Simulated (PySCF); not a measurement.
In(OH)(SeH)2 (H₃InOSe₂), SMILES [SeH][In]([OH])[SeH].

Geometry: B3LYP-D3(BJ)/def2-SVP. The structure was generated by enumeration; whether it is a known compound was not checked. The def2 effective core potentials stand for the cores of In; spin–orbit coupling is left out. Other conformers were not sampled.

All values below come from B3LYP-D3(BJ)/def2-SVP run with PySCF.

Frequencies are harmonic and unscaled.

```
mode  ν (cm⁻¹)  IR (km/mol)  moving atoms (share of kinetic energy)
----  --------  -----------  --------------------------------------
1           52          1.8                        Se 65 %, In 29 %
2           92          6.7                In 45 %, O 37 %, Se 13 %
3          108         15.0                 O 74 %, Se 12 %, H 10 %
4          126          0.1                                  H 99 %
5          196          0.2                                  H 95 %
6          204          2.7                        Se 78 %, In 18 %
7          226        108.0                                  H 93 %
8          261         33.0                        In 52 %, Se 47 %
9          582          1.6                                  H 95 %
10         593         75.2                         O 83 %, In 12 %
11         617          0.1                                  H 97 %
12         789         86.2                                  H 93 %
13        2401         13.5                                  H 99 %
14        2405         13.7                                  H 99 %
15        3824         49.0                                  H 94 %
```
